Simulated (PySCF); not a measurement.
C2H6ClFSi. Atoms are numbered in the order given.

```xyz
11

C     -2.2117    -0.5015     0.1812
C     -1.2332    -0.4351    -0.9889
Si     0.4130     0.3124    -0.5657
F      0.1909     1.8279    -0.0298
Cl     1.2874    -0.7496     0.9702
H     -1.8010    -1.0998     1.0085
H     -3.1673    -0.9561    -0.1204
H     -2.4285     0.5025     0.5763
H     -1.6501     0.1581    -1.8226
H     -1.0381    -1.4407    -1.4018
H      1.3685     0.3730    -1.6988
```

Geometry optimised at PBE0-D3(BJ)/def2-SVP. The structure was generated by enumeration; whether it is a known compound was not checked. Other conformers were not sampled.

The numbers are results of PBE0-D3(BJ)/def2-SVP run with PySCF, not measurements.

Frequencies are harmonic and unscaled.

```
mode  ν (cm⁻¹)  IR (km/mol)  Raman (Å⁴/amu)  depolarisation  moving atoms (share of kinetic energy)
----  --------  -----------  --------------  --------------  --------------------------------------
1           65          0.1             0.2            0.75         C 36 %, H 31 %, F 20 %, Cl 13 %
2          143          3.9             0.8            0.73         C 42 %, H 21 %, Cl 21 %, F 10 %
3          164          0.6             0.6            0.74                  H 60 %, F 18 %, C 10 %
4          244          7.0             1.4            0.74        F 48 %, Cl 21 %, Si 14 %, H 10 %
5          265          1.3             0.5            0.62          H 60 %, C 17 %, F 12 %, Cl 8 %
6          410         27.0             1.5            0.74          Si 41 %, C 30 %, H 15 %, F 9 %
7          540         61.3             9.2            0.10                 Si 42 %, Cl 39 %, C 9 %
8          658          9.9            11.5            0.38                 H 39 %, C 35 %, Si 20 %
9          682          5.3             2.9            0.75                          H 77 %, C 18 %
10         820        213.9             7.1            0.59                         H 72 %, Si 18 %
11         828         42.6             9.6            0.75                          H 82 %, F 14 %
12         910        150.7             1.6            0.55                 F 37 %, Si 35 %, H 25 %
13         976         39.8             1.9            0.74                          H 79 %, C 15 %
14         985         23.6             3.7            0.47                          H 72 %, C 17 %
15        1066         15.0             4.8            0.50                          C 66 %, H 33 %
16        1244          4.0             3.1            0.74                          H 79 %, C 21 %
17        1268          5.7             1.9            0.15                          H 57 %, C 42 %
18        1393          2.3             3.0            0.75                          H 82 %, C 18 %
19        1420          7.1            10.7            0.75                          H 90 %, C 10 %
20        1475          8.3            17.3            0.74                                  H 97 %
21        1478          8.2            11.9            0.74                                  H 96 %
22        2288        127.2           152.2            0.20                                  H 97 %
23        3053          8.3           109.1            0.12                                  H 94 %
24        3060         20.9           135.7            0.01                                  H 97 %
25        3109          2.4            96.8            0.75                           H 91 %, C 9 %
26        3155         11.7            93.1            0.68                          H 90 %, C 10 %
27        3158         10.1            32.5            0.74                           H 91 %, C 9 %
```
